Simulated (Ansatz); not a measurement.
CH₃FOZn, SMILES `FC[O][ZnH]`, relaxed with RKS PBE-D4/def2-SVP in the Gaussian-basis code of Ansatz from a rough embedded geometry. The force threshold is 0.03 eV/Å; the program also tests the step.

Total charge 0; spin multiplicity 1.

Start:

```xyz
7

F    -0.686    0.938    0.592
C    -0.565    0.220   -0.593
O    -0.955   -1.102   -0.354
Zn    0.941   -0.657    1.159
H    -1.206    0.617   -1.399
H     0.500    0.268   -0.921
H     1.972   -0.285    1.517
```

Question: How much energy does the relaxation release, and in how many steps? (Estimate.)

Answer: Ansatz gave: 3.61 eV, in 11 steps, 1 of them rejected.

Question: Which bonds change most? (An estimate is asked.)

Answer: Ansatz gave: O3–Zn4 from 2.466 to 1.849 Å; Zn4–H7 from 1.154 to 1.521 Å; F1–C2 from 1.391 to 1.473 Å; C2–O3 from 1.399 to 1.340 Å.

Question: Give the relaxed structure. (An estimate is asked.)

Answer: Computed: 
```xyz
7

F    -0.139    1.210    0.246
C    -0.552    0.249   -0.791
O    -0.053   -0.948   -0.457
Zn    0.870   -0.703    1.127
H    -1.670    0.308   -0.791
H    -0.144    0.678   -1.742
H     1.687   -0.793    2.407
```
